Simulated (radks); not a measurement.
The numbers below are computed, except where a source is named.
Spin polarisation of the 4d2 shell in neutral zirconium. Start: [Kr] 4d(up 1, down 1) 5s2; electrons of 4d are moved from spin down to spin up, other shells keep equal spins. Level of theory: scalar-relativistic Kohn-Sham, r2SCAN, spin-polarised, spherical densities, finite nucleus; meta-GGA in the generalised Kohn-Sham scheme; Fermi nuclear charge, rms radius of each element as measured or else 0.836 A^(1/3) + 0.57 fm (a radial shooting solver on a logarithmic mesh with Libxc functionals).

moment (Bohr magnetons)  E - E(0) (eV)  e(4d up) (eV)  e(4d down) (eV)  5s down minus up (eV)  4p down minus up (eV)  4s down minus up (eV)
0                                0.000         -3.484           -3.484                  0.000                 0.000                  0.000
0.5                             -0.052         -3.682           -3.265                  0.167                  0.353                  0.291
1                               -0.209         -3.863           -3.023                  0.345                  0.707                  0.581
1.5                             -0.472         -4.027           -2.763                  0.539                  1.062                  0.871
2                               -0.840         -4.169           -2.494                  0.754                  1.416                  1.159

At moment 2 the spin-polarisation energy is -0.840 eV and the 4d exchange splitting 1.675 eV, that is 0.837 eV per Bohr magneton; E = -I m^2/4 would give I = 0.840 eV.
